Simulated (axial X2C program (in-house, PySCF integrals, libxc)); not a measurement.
**Spin–orbit effects down a group: molecules with Cu, MP2**

Computed with an in-house relativistic program for diatomic molecules, spin-free (one-electron X2C) or two-component (2c: spin–orbit coupling with atomic mean-field Coulomb and Gaunt terms, which also bring small scalar terms), in Dyall basis sets with cores contracted in-house; open shells are unrestricted.

Basis sets: Cu dyall-cv3z, H dyall-v3z, Li dyall-cv3z, Na dyall-cv3z. Frozen shells (counts by l): CuH Cu 3s2p, H none, 12 electrons correlated; LiCu Cu 3s2p, Li 1s, 12 electrons correlated; NaCu Cu 3s2p, Na 2s1p, 12 electrons correlated. Where the outer core of a metal is frozen, bonds come out longer and ionisation energies lower.

```json
{"molecule": "CuH", "spin-free state": "M_S = 0, Λ = 0", "Re (Å)": "1.420", "ωe (cm⁻¹)": "2130.1", "De (eV)": "2.80", "2c state": "Ω = 0", "Re 2c (Å)": "1.420", "ωe 2c (cm⁻¹)": "2127.9", "De 2c (eV)": "2.80"}
{"molecule": "LiCu", "spin-free state": "M_S = 0, Λ = 0", "Re (Å)": "2.268", "ωe (cm⁻¹)": "396.6", "De (eV)": "1.59", "2c state": "Ω = 0", "Re 2c (Å)": "2.268", "ωe 2c (cm⁻¹)": "396.4", "De 2c (eV)": "1.59"}
{"molecule": "NaCu", "spin-free state": "M_S = 0, Λ = 0", "Re (Å)": "2.559", "ωe (cm⁻¹)": "221.1", "De (eV)": "1.29", "2c state": "Ω = 0", "Re 2c (Å)": "2.559", "ωe 2c (cm⁻¹)": "220.9", "De 2c (eV)": "1.29"}
```

(1) Work out the shifts from the spin-free to the two-component result.

Each entry is the lowest single determinant of a limited PBE0 search at one distance. De goes to single-determinant-based atoms at the same level (for ions the charge split of lowest energy) and is withheld (n/a) where an atom does not fit its ground term or J level. Main or longest-lived isotopes.

Results:

(1) 

| molecule | 2c state | ΔRe (Å) | Δωe (cm⁻¹) | ΔDe (eV) |
| --- | --- | --- | --- | --- |
| CuH | Ω = 0 | 0.000 | -2.2 | 0.00 |
| LiCu | Ω = 0 | 0.000 | -0.2 | 0.00 |
| NaCu | Ω = 0 | 0.000 | -0.2 | 0.00 |

Shifts of one unit in the last digit are rounding.
